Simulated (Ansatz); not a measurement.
Rb2Cl3⁻, 5 atoms. Hardware: 4 threads of Intel Xeon on a shared host.

In the def2 sets Rb takes a core potential; there is no spin–orbit coupling. Correlated methods freeze 15 core orbitals; core or outer-core shells of Rb are correlated, in sets that lack core-valence functions.

(1) How many basis functions does each of these Ansatz runs have, and roughly what does it cost? CAM-B3LYP-D4/def2-TZVPD, charge -1 singlet, energy, from earlier orbitals; PBE-D4/def2-TZVPD, charge -1 singlet, energy and forces, from earlier orbitals; r2SCANh-D4/def2-TZVPD, charge -1 singlet, energy, from earlier orbitals; PBE-QIDH/def2-TZVPD, charge -1 singlet, energy, from earlier orbitals; HF/STO-3G, charge -1 singlet, energy; PBE0-D4/def2-TZVPD, charge -1 singlet, energy, from earlier orbitals; MP2/def2-TZVPD, charge -1 singlet, energy, from earlier orbitals; PBE0-D4/def2-SVPD, charge -1 singlet, relaxation, 4 steps; r2SCAN-D4/def2-TZVPD, charge -1 singlet, energy, from earlier orbitals; CCSD(T)/def2-TZVPPD, charge -1 singlet, energy, from earlier orbitals.

## Answers

(1) Other jobs shared the machine, so times can vary by a factor of up to 3. A dash marks memory too small to be measured apart from the calling script's.

```json
{"run": "HF/STO-3G, charge -1 singlet, energy", "functions": "71", "fitting or Cholesky vectors": "716", "wall time": "3.3 s", "peak host memory (GiB)": "–"}
{"run": "PBE-D4/def2-TZVPD, charge -1 singlet, energy and forces, from earlier orbitals", "functions": "204", "fitting or Cholesky vectors": "1488", "wall time": "14 s", "peak host memory (GiB)": "–"}
{"run": "MP2/def2-TZVPD, charge -1 singlet, energy, from earlier orbitals", "functions": "204", "fitting or Cholesky vectors": "1482", "wall time": "14 s", "peak host memory (GiB)": "–"}
{"run": "PBE0-D4/def2-TZVPD, charge -1 singlet, energy, from earlier orbitals", "functions": "204", "fitting or Cholesky vectors": "1572", "wall time": "15 s", "peak host memory (GiB)": "0.68"}
{"run": "r2SCAN-D4/def2-TZVPD, charge -1 singlet, energy, from earlier orbitals", "functions": "204", "fitting or Cholesky vectors": "1488", "wall time": "19 s", "peak host memory (GiB)": "–"}
{"run": "CAM-B3LYP-D4/def2-TZVPD, charge -1 singlet, energy, from earlier orbitals", "functions": "204", "fitting or Cholesky vectors": "1536", "wall time": "21 s", "peak host memory (GiB)": "0.78"}
{"run": "r2SCANh-D4/def2-TZVPD, charge -1 singlet, energy, from earlier orbitals", "functions": "204", "fitting or Cholesky vectors": "1488", "wall time": "25 s", "peak host memory (GiB)": "0.71"}
{"run": "PBE-QIDH/def2-TZVPD, charge -1 singlet, energy, from earlier orbitals", "functions": "204", "fitting or Cholesky vectors": "1482", "wall time": "27 s", "peak host memory (GiB)": "0.56"}
{"run": "PBE0-D4/def2-SVPD, charge -1 singlet, relaxation, 4 steps", "functions": "135", "fitting or Cholesky vectors": "1341", "wall time": "69 s", "peak host memory (GiB)": "–"}
{"run": "CCSD(T)/def2-TZVPPD, charge -1 singlet, energy, from earlier orbitals", "functions": "233", "fitting or Cholesky vectors": "1379", "wall time": "5.6 min", "peak host memory (GiB)": "4.2"}
```
